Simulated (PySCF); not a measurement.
# Working out the ionisation energy of Kr²⁺

Kr²⁺ [Ar] 3d10 4s2 4p4 (3P) → Kr³⁺ [Ar] 3d10 4s2 4p3 (4S). Calculation: PySCF 2.14, in cc-pVDZ-DK; the spin-free X2C one-electron Hamiltonian (Gaussian nucleus). Frozen: [Ar] 3d10. Energies in hartree (1 hartree = 27.21139 eV):

```
            part  Kr²⁺ (lower)  Kr³⁺ (upper)
             UHF  -2786.712248  -2785.454218
CCSD correlation     -0.088614     -0.073123
             (T)     -0.000736     -0.000497
```

Q: What does Hartree-Fock give?

A: (-2785.454218) − (-2786.712248) = 1.258030 hartree = 34.233 eV.

Q: What do CCSD and CCSD(T) give?

A: The CCSD correlation energies differ by 0.015491 hartree = 0.422 eV and the triples by 0.000239 hartree = 0.007 eV, so CCSD gives 34.655 eV and CCSD(T) 34.662 eV.

Reference: 35.838 ± 0.02 eV (measured; NIST Atomic Spectra Database, ionization energies), between the lowest levels; spin-orbit coupling is absent from the calculation.

A double-zeta basis recovers only part of the correlation energy.

What remains against the reference includes basis incompleteness, the frozen core and higher excitations.
